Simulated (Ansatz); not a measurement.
Consider the redistribution: `O[SiH](O)[GeH3]` + `[F][Y]([Cl])[Cl]` → `O[SiH](Cl)[GeH3]` + `[OH][Y]([F])[Cl]`.

Isolated molecules relaxed with PBE0-D4/def2-TZVP in Ansatz; ΔE leaves out vibrations. CBS: MP2 limit from def2 TZ/QZ plus the TZ coupled-cluster correction, frozen cores. Functionals use def2-TZVPP. def2 core potentials past Kr. For Ge, Y outer-core shells are correlated without core-valence functions, which leaves a few kJ/mol of doubt a bond. Scalar relativity is left out up to krypton. One conformer a species, not always the lowest.

| level | ΔE (eV) |
| --- | --- |
| ωB97M-V | 0.44 |
| HF/def2-QZVPP | 0.64 |
| MP2/def2-QZVPP | 0.41 |
| SCS-MP2/def2-QZVPP | 0.43 |

(1) What does CCSD(T)/CBS give? (An estimate is asked.)

Largest T1 diagnostic among the species: 0.013.

Results:

(1) Computed: +0.45 eV. The listed levels differ from it by -0.01, 0.19, -0.04, -0.02 eV.

From PBE to PBE0 (25 % exact exchange), in def2-TZVPP and without D4, ΔE moves by +0.06 eV. In def2-TZVPP, CCSD(T) changes the Hartree–Fock value by −0.17 eV (the triples alone add −0.02 eV) and MP2 by −0.22 eV.
